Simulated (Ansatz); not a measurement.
Input for Ansatz (a program for electronic structure): R-B3LYP/def2-TZVPPD on C2H6S (a complex), monomers drawn apart or pushed together. Files ending in .json are basis or fitting sets from the Basis Set Exchange.

Ansatz 0.2 input:
```yaml
crystal:
  periodic: [false, false, false]
  atoms:
    - {symbol: C, position_ang: [-0.17321058, -0.67326616, 0.00477811]}
    - {symbol: C, position_ang: [-0.05183494, 0.63968581, 0.14238068]}
    - {symbol: H, position_ang: [-1.13728974, -1.16475925, 0.05475433]}
    - {symbol: H, position_ang: [0.68644867, -1.31057225, -0.16351888]}
    - {symbol: H, position_ang: [0.91217264, 1.13126436, 0.09237300]}
    - {symbol: H, position_ang: [-0.91156271, 1.27696807, 0.31066209]}
    - {symbol: S, position_ang: [0.59683965, -0.57949923, 5.03448941]}
    - {symbol: H, position_ang: [0.40930822, -0.43295746, 3.71069387]}
    - {symbol: H, position_ang: [-0.71633600, -0.47831694, 5.29439884]}
basis:
  gaussian:
    orbitals: def2-TZVPPD.json
hamiltonian:
  xc: {name: B3LYP}
scf: {lower_state_search: off}
```

Output:

```
WARN ansatz: RAYON_NUM_THREADS=1 ignored (pool sized by the plan → 1); use --threads N
Functional definition: B3LYP
these checks for a lower state are left out or cut short: stability, starts, cluster_reference, orbital_swaps, neighbouring_geometries, increment
integrals: 0.11 GiB planned
1046 factors; their error is unknown
mean field: 1.03 GiB planned
mean field evaluation 1: about -13002.0530 eV, gradient 5.2e1 eV
mean field evaluation 2: about -12999.1151 eV, gradient 6.0e1 eV
mean field evaluation 4: about -13008.4997 eV, gradient 1.7e0 eV
mean field evaluation 8: about -13008.5088 eV, gradient 7.6e-2 eV
mean field evaluation 16: about -13008.5144 eV, gradient 7.6e-5 eV
mean field -13008.51442814 eV, -478.0540877465 hartree, gradient 4.2e-6 eV, S^2 0.000000; 0 other end points of the search recorded, 0 dependent functions left out
reference -13008.51474851 eV, -478.0540995196 hartree; 17, 17 occupied and 210, 210 virtual orbitals, 1046 factors
Total energy: -13008.51474851 eV, -478.0540995196 hartree
Checks for a lower state left out: stability, starts, cluster_reference, orbital_swaps, neighbouring_geometries, increment
```

The run converged.

Cost: very roughly 4 core-seconds.
